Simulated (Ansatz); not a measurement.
Steps of a relaxation of C2H6AlClO2 with RKS PBE-D4/def2-SVP.

```sh
$ ansatz run in.yaml --threads 2 --pin off --events-out ev --progress --plain --max-ram 22528MiB --backend cpu
```

```yaml
crystal:
  periodic: [false, false, false]
  atoms:
    - {symbol: O, position_ang: [-1.300000, -1.150500, -0.688700]}
    - {symbol: C, position_ang: [0.048100, -1.117400, -0.657800]}
    - {symbol: C, position_ang: [0.505900, -0.564600, 0.667200]}
    - {symbol: Al, position_ang: [0.169900, 1.385600, 0.911600]}
    - {symbol: O, position_ang: [0.722200, 2.600200, -0.308600]}
    - {symbol: Cl, position_ang: [-1.182200, 2.036600, 2.597000]}
    - {symbol: H, position_ang: [-1.571000, -1.459000, -1.588800]}
    - {symbol: H, position_ang: [0.458000, -2.141500, -0.777100]}
    - {symbol: H, position_ang: [0.469800, -0.484500, -1.446900]}
    - {symbol: H, position_ang: [1.644700, -0.669400, 0.764900]}
    - {symbol: H, position_ang: [0.072000, -1.141900, 1.534700]}
    - {symbol: H, position_ang: [0.039500, 2.651300, -0.973600]}
basis:
  gaussian: {orbitals: def2-SVP}
hamiltonian: {xc: pbe, dispersion: d4}
relax: {f_tol: 0.03, max_steps: 200}
```

Positions (Å) and forces (eV/Å) along the path, 12 of 16 steps:

```xyz
12
step=1 energy=-25361.5388 eV
O    -1.300   -1.151   -0.689   -3.037    0.015   -0.846
C     0.048   -1.117   -0.658    1.945   -0.351    0.388
C     0.506   -0.565    0.667    1.275    0.379    1.366
Al    0.170    1.386    0.912   -0.864    0.768   -0.008
O     0.722    2.600   -0.309    0.197   -1.267    1.922
Cl   -1.182    2.037    2.597    1.051   -0.353   -1.143
H    -1.571   -1.459   -1.589    0.024    0.224    0.714
H     0.458   -2.142   -0.777    0.415   -0.296   -0.148
H     0.470   -0.484   -1.447    0.473    0.294   -0.703
H     1.645   -0.669    0.765   -0.920    0.000   -0.146
H     0.072   -1.142    1.535    0.150    0.269   -0.464
H     0.040    2.651   -0.974   -0.709    0.318   -0.932
12
step=2 energy=-25361.9603 eV
O    -1.316   -1.055   -0.686   -0.904    0.202   -0.315
C     0.075   -1.153   -0.649    1.089   -0.297    0.086
C     0.561   -0.573    0.669    0.322    0.269    0.471
Al    0.038    1.330    0.842    0.248    0.507   -0.130
O     0.701    2.573   -0.249   -1.220   -0.754   -0.029
Cl   -1.162    2.025    2.492    0.236   -0.182   -0.395
H    -1.622   -1.409   -1.547    0.012    0.124    0.246
H     0.422   -2.216   -0.727   -0.090   -0.010   -0.080
H     0.573   -0.598   -1.485   -0.043   -0.042   -0.079
H     1.677   -0.676    0.752   -0.375    0.113   -0.071
H     0.126   -1.131    1.531    0.042   -0.002   -0.155
H     0.004    2.826   -0.909    0.683    0.073    0.451
12
step=3 energy=-25362.0218 eV
O    -1.296   -0.912   -0.703    0.259    0.065   -0.050
C     0.110   -1.171   -0.630    0.487   -0.111   -0.136
C     0.602   -0.588    0.692   -0.074    0.090    0.018
Al    0.017    1.290    0.817    0.483    0.075   -0.688
O     0.655    2.464   -0.336   -2.525    0.623   -0.964
Cl   -1.149    1.992    2.422   -0.223    0.089    0.191
H    -1.627   -1.286   -1.541   -0.023    0.083    0.032
H     0.349   -2.276   -0.683   -0.283    0.308   -0.002
H     0.681   -0.691   -1.484   -0.315   -0.159    0.284
H     1.704   -0.679    0.773    0.053    0.037   -0.007
H     0.157   -1.147    1.540    0.028   -0.066    0.036
H    -0.126    2.949   -0.831    2.133   -1.034    1.287
12
step=4 energy=-25362.2033 eV
O    -1.268   -0.857   -0.640   -0.083    0.274   -0.230
C     0.119   -1.200   -0.594    0.483   -0.325   -0.110
C     0.661   -0.625    0.707    0.163    0.184   -0.087
Al    0.014    1.231    0.711    0.012    0.182   -0.057
O     0.596    2.480   -0.367   -1.344    0.117   -0.541
Cl   -1.238    1.915    2.280   -0.156    0.009    0.076
H    -1.613   -1.087   -1.528    0.034    0.090    0.225
H     0.264   -2.314   -0.640   -0.131    0.183   -0.046
H     0.682   -0.759   -1.465   -0.157   -0.143    0.198
H     1.768   -0.697    0.755   -0.016   -0.022   -0.021
H     0.241   -1.168    1.580    0.031    0.024   -0.009
H    -0.148    3.026   -0.766    1.163   -0.573    0.600
12
step=6 energy=-25362.5883 eV
O    -1.155   -0.584   -0.574   -0.059    0.180   -0.410
C     0.159   -1.217   -0.545    0.308   -0.440    0.071
C     0.789   -0.654    0.720    0.073    0.046    0.074
Al   -0.127    1.097    0.609   -0.235   -0.379   -0.062
O     0.423    2.247   -0.558   -0.951    1.214   -0.138
Cl   -1.439    1.809    2.144    0.020   -0.049   -0.098
H    -1.570   -0.705   -1.463    0.167    0.200    0.498
H     0.058   -2.341   -0.563   -0.142    0.429    0.009
H     0.753   -0.912   -1.441   -0.093   -0.052    0.055
H     1.898   -0.686    0.710   -0.105    0.061   -0.012
H     0.419   -1.190    1.621    0.104   -0.047   -0.050
H    -0.133    3.081   -0.627    0.912   -1.165    0.065
12
step=7 energy=-25362.7357 eV
O    -1.091   -0.468   -0.533   -0.350   -0.135   -0.751
C     0.176   -1.227   -0.520    0.399   -0.513    0.148
C     0.838   -0.673    0.732    0.042   -0.014    0.093
Al   -0.203    1.014    0.541    0.095    0.182   -0.064
O     0.346    2.197   -0.617   -0.671    0.801    0.170
Cl   -1.516    1.740    2.069   -0.027   -0.047   -0.034
H    -1.537   -0.524   -1.414    0.143    0.190    0.497
H    -0.043   -2.335   -0.530   -0.104    0.520    0.032
H     0.769   -0.976   -1.430   -0.122   -0.034    0.045
H     1.946   -0.663    0.694   -0.106    0.053   -0.034
H     0.502   -1.222    1.638    0.119   -0.009   -0.062
H    -0.110    3.082   -0.596    0.581   -0.995   -0.040
12
step=8 energy=-25362.7672 eV
O    -1.073   -0.423   -0.556   -0.179   -0.206   -0.356
C     0.171   -1.242   -0.496    0.234   -0.236   -0.037
C     0.868   -0.657    0.723   -0.134   -0.130    0.113
Al   -0.218    1.007    0.516   -0.295   -0.779    0.887
O     0.297    2.154   -0.611    0.137    1.228   -0.657
Cl   -1.590    1.687    2.015    0.009   -0.012    0.014
H    -1.505   -0.433   -1.437    0.072    0.077    0.172
H    -0.131   -2.321   -0.458    0.013    0.295    0.063
H     0.759   -1.064   -1.427   -0.103   -0.042    0.073
H     1.970   -0.610    0.639   -0.078    0.043   -0.062
H     0.592   -1.210    1.647    0.097    0.033   -0.064
H    -0.063    3.058   -0.521    0.226   -0.272   -0.145
12
step=9 energy=-25362.8161 eV
O    -1.077   -0.436   -0.584    0.039    0.011    0.045
C     0.163   -1.267   -0.484    0.130    0.080   -0.086
C     0.867   -0.651    0.716   -0.133   -0.134    0.060
Al   -0.236    1.002    0.518   -0.045    0.018   -0.014
O     0.284    2.199   -0.626   -0.061   -0.014    0.121
Cl   -1.625    1.645    2.018    0.045   -0.012   -0.013
H    -1.485   -0.432   -1.471    0.003    0.032   -0.071
H    -0.163   -2.324   -0.402   -0.004   -0.024    0.076
H     0.746   -1.133   -1.421   -0.043   -0.038    0.036
H     1.963   -0.569    0.597   -0.027    0.038   -0.054
H     0.641   -1.204    1.651    0.057    0.039   -0.032
H     0.000    3.115   -0.477    0.039    0.005   -0.067
12
step=12 energy=-25362.8363 eV
O    -1.060   -0.409   -0.648   -0.037   -0.055   -0.095
C     0.143   -1.299   -0.459   -0.040   -0.018   -0.087
C     0.862   -0.646    0.701    0.084    0.014    0.087
Al   -0.274    0.990    0.521    0.061    0.012   -0.026
O     0.263    2.212   -0.583   -0.034    0.006    0.035
Cl   -1.652    1.591    2.043   -0.018   -0.010    0.005
H    -1.388   -0.355   -1.570    0.069   -0.010    0.094
H    -0.246   -2.325   -0.281   -0.002    0.078   -0.015
H     0.728   -1.280   -1.403   -0.052   -0.017    0.038
H     1.940   -0.479    0.505   -0.061   -0.003    0.012
H     0.739   -1.197    1.654    0.016    0.019   -0.031
H     0.022    3.142   -0.445    0.015   -0.017   -0.015
12
step=13 energy=-25362.8099 eV rejected
O    -1.048   -0.410   -0.658   -0.239    0.451    0.140
C     0.127   -1.293   -0.442   -0.073   -0.232    0.105
C     0.879   -0.644    0.704   -0.146    0.093   -0.162
Al   -0.257    0.988    0.521   -0.226    0.005    0.174
O     0.251    2.223   -0.573    0.070   -0.019   -0.041
Cl   -1.696    1.523    2.021    0.078    0.005   -0.043
H    -1.288   -0.345   -1.597   -0.140    0.126   -0.220
H    -0.325   -2.273   -0.221    0.179   -0.369    0.059
H     0.661   -1.329   -1.409    0.282   -0.098    0.016
H     1.934   -0.450    0.465    0.264    0.008   -0.035
H     0.807   -1.199    1.657   -0.032   -0.012    0.003
H     0.032    3.155   -0.433   -0.018    0.041    0.006
12
step=15 energy=-25362.8400 eV
O    -1.052   -0.399   -0.670   -0.033    0.000   -0.022
C     0.125   -1.311   -0.445   -0.002    0.010    0.001
C     0.872   -0.639    0.692    0.000   -0.006   -0.004
Al   -0.275    0.989    0.522   -0.006    0.000    0.007
O     0.252    2.226   -0.566    0.006   -0.001   -0.006
Cl   -1.679    1.543    2.039    0.007   -0.003   -0.006
H    -1.314   -0.318   -1.608    0.005    0.013    0.011
H    -0.299   -2.310   -0.220    0.013   -0.003    0.004
H     0.698   -1.354   -1.393    0.006   -0.010    0.007
H     1.938   -0.456    0.460    0.007   -0.003    0.002
H     0.790   -1.184    1.651    0.002    0.000    0.003
H     0.023    3.158   -0.428   -0.005    0.003    0.002
12
step=16 energy=-25362.8402 eV
O    -1.052   -0.396   -0.678   -0.010    0.001   -0.004
C     0.120   -1.313   -0.440    0.019   -0.022    0.005
C     0.874   -0.638    0.690   -0.009   -0.001   -0.014
Al   -0.275    0.988    0.521   -0.006    0.005    0.010
O     0.250    2.230   -0.561    0.009   -0.002   -0.013
Cl   -1.682    1.531    2.040    0.002    0.001   -0.001
H    -1.295   -0.302   -1.620    0.011    0.006    0.014
H    -0.311   -2.306   -0.203    0.003    0.006   -0.005
H     0.693   -1.374   -1.388   -0.005    0.002    0.004
H     1.939   -0.455    0.449   -0.003    0.001    0.001
H     0.801   -1.181    1.650   -0.004    0.004   -0.004
H     0.016    3.161   -0.426   -0.006    0.000    0.006
```

Hardware: 2 threads of an AMD EPYC 7R13 on a shared host. Wall time 33 s, peak host memory 0.23 GiB.
